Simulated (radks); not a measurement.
Question: The mean radii <r> (bohr) of the occupied orbitals of an atom or ion are listed with their occupations. Calculated with a radial shooting solver on a logarithmic mesh with Libxc functionals: scalar-relativistic Kohn-Sham, PBEsol, spin-unpolarised, spherical densities, point nucleus.

| orbital | occ. | <r> |
|---|---|---|
| 1s | 2 | 0.04410 |
| 2s | 2 | 0.1960 |
| 2p | 6 | 0.1712 |
| 3s | 2 | 0.5740 |
| 3p | 6 | 0.5888 |
| 3d | 10 | 0.6239 |
| 4s | 2 | 1.590 |
| 7s | 1 | 9.536 |

Name the element and its charge.

Answer: Z = 34, selenium, charge +3: Se3+ in [Ar] 3d10 4s2 7s1. The 1s radius gives Z: for a bare nucleus <r> = (2 gamma + 1)/(2Z) with gamma = sqrt(1 - (Z/c)^2), 0.0432 bohr for Z = 34, and screening makes it slightly larger (0.04410 here). The occupations add up to 31, and the charge is Z minus that.
